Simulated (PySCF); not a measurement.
Ligands exchanged one at a time, In NH2-SH. Gas-phase values, no solvent. One relaxed conformer stands for each flexible species; it need not be the lowest. Strings in code marks are SMILES.

The numbers are results of PBE-D3(BJ)/def2-TZVP // B3LYP-D3(BJ)/def2-TZVP in PySCF, not measurements. Excitations are Tamm–Dancoff values on a coarser integration grid. The basis has no diffuse functions, so Rydberg states are missing or too high.

```csv
species,S1–T1 gap (TDA) (eV),S1 excitation (TDA) (eV),HOMO–LUMO gap (eV),S1 oscillator strength,HOMO (eV)
0 of 3 NH2 replaced by SH (`[NH2][In]([NH2])[NH2]`),[?],4.09,3.79,[?],-5.38
1 of 3 NH2 replaced by SH (`[NH2][In]([NH2])[SH]`),0.41,4.04,3.84,[?],-5.78
2 of 3 NH2 replaced by SH (`[NH2][In]([SH])[SH]`),0.46,[?],3.71,0.004,-6.04
3 of 3 NH2 replaced by SH (`[SH][In]([SH])[SH]`),0.27,3.79,3.67,0.000,[?]
```

Task: Some entries are withheld; supply them.

Result: 
- 0 of 3 NH2 replaced by SH (`[NH2][In]([NH2])[NH2]`), S1–T1 gap (TDA) (eV): 0.53
- 0 of 3 NH2 replaced by SH (`[NH2][In]([NH2])[NH2]`), S1 oscillator strength: 0.002
- 1 of 3 NH2 replaced by SH (`[NH2][In]([NH2])[SH]`), S1 oscillator strength: 0.011
- 2 of 3 NH2 replaced by SH (`[NH2][In]([SH])[SH]`), S1 excitation (TDA) (eV): 3.95
- 3 of 3 NH2 replaced by SH (`[SH][In]([SH])[SH]`), HOMO (eV): -6.39
